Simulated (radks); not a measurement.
Isoelectronic series with 13 electrons, all held in the configuration [Ne] 3s2 3p1, which need not be the ground one along the series. Calculated with a radial shooting solver on a logarithmic mesh with Libxc functionals: scalar-relativistic Kohn-Sham, r2SCAN, spin-unpolarised, spherical densities, finite nucleus; meta-GGA in the generalised Kohn-Sham scheme; Fermi nuclear charge, rms radius of each element as measured or else 0.836 A^(1/3) + 0.57 fm. Total energies (hartree) and mean radii <r> (bohr):

| ion | E (hartree) | 3p | 3s |
|---|---|---|---|
| Al | -242.78168 | 3.393 | 2.580 |
| Ar5+ | -521.33355 | 1.285 | 1.225 |
| V10+ | -910.61813 | 0.8325 | 0.8270 |
| Ni15+ | -1411.90537 | 0.6191 | 0.6265 |
| As20+ | -2027.06791 | 0.4932 | 0.5041 |
| Sr25+ | -2758.48920 | 0.4097 | 0.4212 |
| Tc30+ | -3609.08218 | 0.3501 | 0.3610 |
| Cd35+ | -4582.34782 | 0.3054 | 0.3153 |
| I40+ | -5682.45289 | 0.2705 | 0.2792 |
| Ce45+ | -6914.3206 | 0.2424 | 0.2499 |
| Eu50+ | -8283.7306 | 0.2194 | 0.2257 |
